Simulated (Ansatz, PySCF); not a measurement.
Reaction (SMILES): Oc1ccco1 [furan-2-ol] → [O]c1ccco1 + H atom (the H-O bond at the site shown breaks; other sites are not compared here)
Structures are relaxed separately at B3LYP-D3(BJ)/def2-TZVP in Ansatz (a first-principles code), one conformer each, not searched for the lowest. Markedly spin-contaminated UHF reference, which strains HF, MP2 and, less, CCSD(T): [O]c1ccco1.
Geometry of the first species:
SMILES: c1(occc1)O
```xyz
10

O      1.9593     0.1086     0.4462
C      0.6429     0.1299     0.1908
C     -0.3044     1.0663     0.4409
C     -1.5269     0.5081    -0.0686
C     -1.2312    -0.7060    -0.5808
O      0.1208    -0.9543    -0.4251
H      2.3276    -0.7252     0.1277
H     -0.1542     2.0173     0.9191
H     -2.5010     0.9670    -0.0488
H     -1.7957    -1.4831    -1.0606
```
Charge 0, spin multiplicity 1.

Quantity: bond dissociation energy (0 K, with B3LYP-D3(BJ) harmonic zero-point energies from PySCF), in eV. Valence correlation only, unless marked. UHF or UKS for open shells. Spin-orbit coupling is left out. No relativistic terms. Basis-set limits of correlation are two-point, X^-3; Hartree-Fock from the larger set.

```tsv
level	program	bond dissociation energy (eV)
PBE0/6-31G*	Ansatz	2.49
```

**Question.** Predict the CCSD(T)/CBS(cc-pVTZ,cc-pVQZ) result (Ansatz).

**Answer.** 2.92 eV
